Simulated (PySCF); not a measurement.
## `CC(C)C[P@](C)(=[Se])CCC#N`, C$_{8}$H$_{16}$NPSe

Geometry:
| atom | x (Å) | y (Å) | z (Å) |
| --- | --- | --- | --- |
| C1 | -2.322 | 1.523 | -0.302 |
| C2 | -1.968 | 0.119 | 0.174 |
| C3 | -3.059 | -0.875 | -0.215 |
| C4 | -0.613 | -0.317 | -0.403 |
| P5 | 0.762 | -0.005 | 0.790 |
| C6 | 0.694 | -1.432 | 1.937 |
| Se7 | 0.779 | 1.836 | 1.792 |
| C8 | 2.300 | -0.323 | -0.194 |
| C9 | 2.702 | 0.934 | -0.966 |
| C10 | 3.923 | 0.707 | -1.693 |
| N11 | 4.888 | 0.491 | -2.267 |
| H12 | -2.444 | 1.539 | -1.384 |
| H13 | -3.251 | 1.854 | 0.154 |
| H14 | -1.540 | 2.227 | -0.026 |
| H15 | -1.891 | 0.142 | 1.269 |
| H16 | -2.838 | -1.870 | 0.166 |
| H17 | -4.016 | -0.559 | 0.194 |
| H18 | -3.152 | -0.930 | -1.298 |
| H19 | -0.602 | -1.389 | -0.622 |
| H20 | -0.402 | 0.220 | -1.331 |
| H21 | 0.845 | -2.372 | 1.410 |
| H22 | -0.275 | -1.433 | 2.434 |
| H23 | 1.469 | -1.295 | 2.690 |
| H24 | 3.089 | -0.594 | 0.513 |
| H25 | 2.131 | -1.165 | -0.871 |
| H26 | 2.850 | 1.764 | -0.265 |
| H27 | 1.919 | 1.227 | -1.673 |

Computed, not measured: GIAO wB97X-D/pcSseg-1 magnetisability, rotational g tensor and spin-rotation constants, non-relativistic, gas phase in PySCF. Geometry: GFN2-xTB.

The calculation is non-relativistic, which matters for the atoms heavier than Zn.

Problem. Give the nuclear spin-rotation constants along the inertial axes (H = +C I·J) beside the isotropic shieldings.

Solution. Rotational constants 0.7950, 0.4209, 0.3510 GHz. A star marks the isotopologue with that one atom substituted, in its own axes.
```csv
atom,isotope,Caa (kHz),Cbb (kHz),Ccc (kHz),mean (kHz),σ (ppm)
P5,31P,1.413,0.628,0.634,0.892,273.8
N11,14N,0.031,0.087,0.079,0.066,-31.3
H12,1H,-0.092,-0.015,-0.022,-0.043,31.3
H13,1H,0.006,-0.043,-0.037,-0.025,30.8
H14,1H,-0.037,-0.016,-0.033,-0.029,29.5
H15,1H,-0.071,-0.013,-0.024,-0.036,30.0
H16,1H,-0.086,-0.047,0.005,-0.043,30.8
H17,1H,0.008,-0.044,-0.038,-0.025,30.6
H18,1H,-0.087,-0.008,-0.027,-0.041,30.8
H19,1H,-0.094,-0.013,-0.022,-0.043,30.5
H20,1H,-0.071,-0.045,-0.006,-0.041,30.6
H21,1H,-0.089,-0.009,-0.028,-0.042,30.5
H22,1H,0.020,-0.050,-0.037,-0.022,29.7
H23,1H,-0.071,-0.018,-0.026,-0.038,30.2
H24,1H,-0.054,-0.038,-0.016,-0.036,30.1
H25,1H,-0.087,0.007,-0.039,-0.040,30.0
H26,1H,-0.085,0.008,-0.031,-0.036,28.5
H27,1H,-0.062,-0.038,-0.013,-0.038,30.0
C1,13C*,0.130,0.070,0.048,0.083,160.1
C2,13C*,0.123,0.062,0.056,0.080,160.8
C3,13C*,0.116,0.066,0.058,0.080,159.3
C4,13C*,0.130,0.076,0.066,0.090,145.7
C6,13C*,0.143,0.063,0.045,0.084,160.8
Se7,77Se*,0.824,0.340,0.309,0.491,2226.3
C8,13C*,0.124,0.071,0.061,0.086,152.1
C9,13C*,0.106,0.054,0.047,0.069,174.2
C10,13C*,0.031,0.174,0.160,0.122,61.7
```
For the geometry as given, no vibrational averaging.
